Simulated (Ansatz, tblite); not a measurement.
Removing an electron: KI₂⁻ (the lowest singlet isomer of a short search). The state is a singlet with charge -1. Geometry: PBE0-D4/def2-TZVPD. Ansatz, gas phase; energy differences of separate SCF runs; the oxidised species was run as a doublet alone.

```xyz
3

K     0.001   -0.002   -0.007
I     0.164   -2.818    1.630
I    -0.165    2.820   -1.623
```

In the def2 sets I takes a core potential; there is no spin–orbit coupling. The xTB rows come from tblite. HOMO above LUMO, or a gap near zero within one spin, warns that the state may not be the lowest or that an electron is smeared out. The structure comes from a short search, and lower isomers may exist.

```tsv
level	−HOMO (eV)	vertical IE (eV)	−LUMO (eV)	HOMO–LUMO gap (eV)	remarks
GFN1-xTB	6.12	8.20	0.91	5.22	–
GFN2-xTB	5.87	8.32	2.03	3.84	–
r2SCAN-D4/def2-TZVPD	1.98	4.09	-2.19	4.17	gap within one spin near zero (doublet)
PBE0-D4/def2-TZVPD	2.79	4.32	-2.11	4.89	–
```

Run but left out: PBE-D4/def2-TZVPD (neutral doublet: an occupied level 0.01 eV above an empty one).  Raw xTB energy differences between charge states are shifted by several eV; the methods need an empirical correction for them.
